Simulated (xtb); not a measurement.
xtb input (GFN2-xTB):

```bash
xtb mol.xyz --gfn 2 --ohess tight --chrg -1 --uhf 0
```
mol.xyz:
```
4

C      0.22454463     0.07577338    -0.90080123
C      0.22986529     0.08138356     0.37675836
C      0.31253086     0.09253963     1.76689298
H     -0.76841005    -0.26917101    -1.28133383
```

Output:

```
           -------------------------------------------------
          |                Calculation Setup                |
           -------------------------------------------------

           -------------------------------------------------
          |                 G F N 2 - x T B                 |
           -------------------------------------------------

        Reference                      10.1021/acs.jctc.8b01176
      * Hamiltonian:
        H0-scaling (s, p, d)           1.850000    2.230000    2.230000
        zeta-weighting                 0.500000
      * Dispersion:
        s8                             2.700000
        a1                             0.520000
        a2                             5.000000
        s9                             5.000000
      * Repulsion:
        kExp                           1.500000    1.000000
        rExp                           1.000000
      * Coulomb:
        alpha                          2.000000
        third order                    shell-resolved
        anisotropic                    true
        a3                             3.000000
        a5                             4.000000
        cn-shift                       1.200000
        cn-exp                         4.000000
        max-rad                        5.000000

          ...................................................
          :                      SETUP                      :
          :.................................................:
          :  # basis functions                  13          :
          :  # atomic orbitals                  13          :
          :  # shells                            7          :
          :  # electrons                        14          :
          :  max. iterations                   250          :
          :  Hamiltonian                  GFN2-xTB          :
          :  restarted?                      false          :
          :  GBSA solvation                  false          :
          :  PC potential                    false          :
          :  electronic temp.          300.0000000     K    :
          :  accuracy                    1.0000000          :
          :  -> integral cutoff          0.2500000E+02      :
          :  -> integral neglect         0.1000000E-07      :
          :  -> SCF convergence          0.1000000E-05 Eh   :
          :  -> wf. convergence          0.1000000E-03 e    :
          :  Broyden damping             0.4000000          :
          :  net charge                         -1          :
          :  unpaired electrons                  0          :
          ...................................................

 iter      E             dE          RMSdq      gap      omega  full diag
   1     -6.9373297 -0.693733E+01  0.127E+01    0.67       0.0  T
   2     -6.9257484  0.115813E-01  0.767E+00    0.73       1.0  T
   3     -6.4441312  0.481617E+00  0.924E+00    0.35       1.0  T
   4     -6.9210095 -0.476878E+00  0.238E+00    0.59       1.0  T
   5     -6.9479606 -0.269510E-01  0.831E-01    0.58       1.0  T
   6     -6.9483888 -0.428215E-03  0.565E-01    0.58       1.0  T
[...]
     3   6 C    2.691 --     2 C    2.256     1 C    0.389
     4   1 H    0.978 --     1 C    0.927
Molecule has the following symmetry elements: (sigma)
It seems to be the Cs point group
 ---------------------------------------------------------------------------

Topologies differ in total number of bonds
Writing topology from bond orders to xtbtopo.mol

molecular dipole:
                 x           y           z       tot (Debye)
 q only:       -0.251      -0.070      -0.693
   full:       -0.718      -0.218      -1.009       3.195
molecular quadrupole (traceless):
                xx          xy          yy          xz          yz          zz
 q only:        2.765      -0.270       3.554      -2.068      -0.626      -6.319
  q+dip:        3.297      -0.216       3.946      -0.960      -0.264      -7.243
   full:        3.584      -0.893       6.135      -1.012      -0.268      -9.719

           -------------------------------------------------
          |                Geometry Summary                 |
           -------------------------------------------------

      molecular mass/u    :       37.0401484
   center of mass at/Å    :        0.2274034       0.0668652       0.3906753
  moments of inertia/u·Å² :        0.9479502E+00   0.4451219E+02   0.4546014E+02
rotational constants/cm⁻¹ :        0.1778325E+02   0.3787195E+00   0.3708223E+00

           -------------------------------------------------
          |               Frequency Printout                |
           -------------------------------------------------
 projected vibrational frequencies (cm⁻¹)
eigval :       -0.00    -0.00    -0.00     0.00     0.00     0.00
eigval :      176.96   365.24  1002.64  1162.10  1806.40  2367.33
 reduced masses (amu)
   1:  4.03   2: 10.77   3: 11.93   4: 11.98   5: 11.25   6: 10.52   7: 10.99   8: 10.35
   9:  4.18  10: 11.52  11: 11.69  12:  1.91
 IR intensities (km·mol⁻¹)
   1: 17.94   2:  5.37   3: 18.53   4: 28.42   5: 12.33   6: 19.40   7: 19.53   8: 14.89
   9: 28.38  10:  3.20  11:  2.12  12:884.89
 Raman intensities (Ä⁴*amu⁻¹)
   1:  0.00   2:  0.00   3:  0.00   4:  0.00   5:  0.00   6:  0.00   7:  0.00   8:  0.00
   9:  0.00  10:  0.00  11:  0.00  12:  0.00
 output can be read by thermo (or use thermo option).
 writing <g98.out> molden fake output.
 recommended (thermochemical) frequency scaling factor: 1.0
           -------------------------------------------------
          |             Thermodynamic Functions             |
           -------------------------------------------------

cs  symmetry found (for desy threshold:  0.10E+00) used in thermo

          ...................................................
          :                      SETUP                      :
          :.................................................:
          :  # frequencies                           6      :
          :  # imaginary freq.                       0      :
          :  linear?                             false      :
          :  only rotor calc.                    false      :
          :  symmetry                               cs      :
          :  rotational number                       1      :
          :  scaling factor                  1.0000000      :
          :  rotor cutoff                   50.0000000 cm⁻¹ :
          :  imag. cutoff                  -20.0000000 cm⁻¹ :
          :.................................................:

    mode    ω/cm⁻¹     T·S(HO)/kcal·mol⁻¹    T·S(FR)/kcal·mol⁻¹   T·S(vib)
   ------------------------------------------------------------------------
       1    176.96    -0.70370 ( 99.37%)    -0.68120 (  0.63%)    -0.70356
   ------------------------------------------------------------------------

   temp. (K)  partition function   enthalpy   heat capacity  entropy
                                   cal/mol     cal/K/mol   cal/K/mol   J/K/mol
 298.15  VIB   2.13                  627.470      4.042      3.604
         ROT  0.335E+04              888.752      2.981     19.108
         INT  0.712E+04             1516.222      7.023     22.712
         TR   0.218E+27             1481.254      4.968     36.741
         TOT                        2997.4758    11.9908    59.4533   248.7528

       T/K    H(0)-H(T)+PV         H(T)/Eh          T*S/Eh         G(T)/Eh
Note: The following floating-point exceptions are signalling: IEEE_DENORMAL
normal termination of xtb
   ------------------------------------------------------------------------
    298.15    0.477678E-02    0.204521E-01    0.282482E-01   -0.779610E-02
   ------------------------------------------------------------------------

         :::::::::::::::::::::::::::::::::::::::::::::::::::::
         ::                  THERMODYNAMIC                  ::
         :::::::::::::::::::::::::::::::::::::::::::::::::::::
         :: total free energy          -6.857624233471 Eh   ::
         ::.................................................::
         :: total energy               -6.849828135674 Eh   ::
         :: zero point energy           0.015675318236 Eh   ::
         :: G(RRHO) w/o ZPVE           -0.023471416034 Eh   ::
         :: G(RRHO) contrib.           -0.007796097798 Eh   ::
         :::::::::::::::::::::::::::::::::::::::::::::::::::::

optimized geometry written to: xtbopt.xyz

           -------------------------------------------------
          | TOTAL ENERGY               -6.849828135674 Eh   |
          | TOTAL ENTHALPY             -6.829376035701 Eh   |
          | TOTAL FREE ENERGY          -6.857624233471 Eh   |
          | GRADIENT NORM               0.000132196005 Eh/α |
          | HOMO-LUMO GAP               0.795179462983 eV   |
           -------------------------------------------------

------------------------------------------------------------------------
------------------------------------------------------------------------
 total:
 SCF:
 ANC optimizer:
 analytical hessian:
```

It need not be the lowest isomer of its formula.
